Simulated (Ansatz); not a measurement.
Q: Name a neutral molecule of Bi, C, F, O and H with ideal-gas entropy at 298 K and 1 bar (rigid rotor, harmonic PBE0-D4/def2-TZVP) between 371 and 387 J/(mol·K) and zero-point energy (PBE0-D4/def2-TZVP) between 107 and 123 kJ/mol (Ansatz, PBE0-D4/def2-TZVP geometry).

A: `C[O][Bi]([F])[F]` (376 J/(mol·K), 117.9 kJ/mol). Other molecules can fit too; these were computed, each in one conformer that needn't be the lowest.
